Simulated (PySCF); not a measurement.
# Working with the constants of CaN

UHF-CCSD(T) constants of CaN, ⁴Σ⁻ (quartet), unpaired electrons σ ↑, π ↑↑ (basis Ca 6-311G(d,p), N 6-311G(d,p); no relativity; PySCF 2.14; masses 39.9626 and 14.0031 u):

| Item | Value |
| --- | --- |
| ωe | 379.1 cm⁻¹ |
| ωexe | 7.3 cm⁻¹ |
| Be | 0.29539 cm⁻¹ |
| αe | 0.00460 cm⁻¹ |
| De to Ca + N | 0.292 eV |

(1) What force constant and bond length do these constants imply?

(2) Estimate the centrifugal constant D from the Kratzer relation and find the Dunham coefficient a1.

Correlated steps freeze 6 core orbitals. The bond is weak. Basis-set superposition, not corrected here, can be much of De in a small basis, most of all at correlated wavefunction levels. The state is the lowest determinant that a PBE0 search found; another state may lie lower at other levels.

Answers

(1) Reduced mass μred = 10.370 u; k = 5.8918×10⁻⁷·μred·ωe² (u, cm⁻¹, mdyn/Å) = 0.878 mdyn/Å; Re = √(16.8576/(μred·Be)) (u, cm⁻¹, Å) = 2.346 Å.

(2) D = 4Be³/ωe² = 7.17e-07 cm⁻¹; a1 = −1 − αeωe/(6Be²) = -4.33.
